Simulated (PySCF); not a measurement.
## How methods differ on the ionisation energy of Hg³⁺

Hg³⁺ [Xe] 4f14 5d9 [5d3/2^4 5d5/2^5, M_J = 5/2] → Hg⁴⁺ [Xe] 4f14 5d8 [5d3/2^4 5d5/2^4, M_J = 4], as a difference of total energies. Computed with PySCF 2.14 in x2c-TZVPall-2c, with the two-component X2C-1e Hamiltonian. Correlated levels: [Kr] 4d10 4f14 frozen; the 34 highest virtual spinors dropped. "Screened" scales the spin-orbit matrix elements by Boettger's factors to mimic the two-electron term; Breit and QED terms are absent.

| method | ionisation energy (eV) |
| --- | --- |
| GHF (spin-free) | 46.942 |
| GMP2 (spin-free) | 48.168 |
| GHF (screened spin-orbit) | 46.270 |
| GMP2 (screened spin-orbit) | 47.480 |

Problem. How much does correlation contribute at GMP2 (screened spin-orbit)?

Solution. 47.480 − (46.270) = 1.210 eV, measured against GHF (screened spin-orbit).

The spin-free rows relax to the high-spin LS determinant and lack the spin-orbit shift.

Errors of the correlated levels include the incompleteness of this basis and the frozen core.

The labels give the starting determinants; with spin-orbit coupling the two ends relaxed to ⟨J²⟩ = 8.77, ⟨L²⟩ = 6.19, ⟨S²⟩ = 0.93 and ⟨J²⟩ = 20.01, ⟨L²⟩ = 12.54, ⟨S²⟩ = 2.08.

For comparison: 48.55 ± 0.15 eV (measured; NIST Atomic Spectra Database, ionization energies).
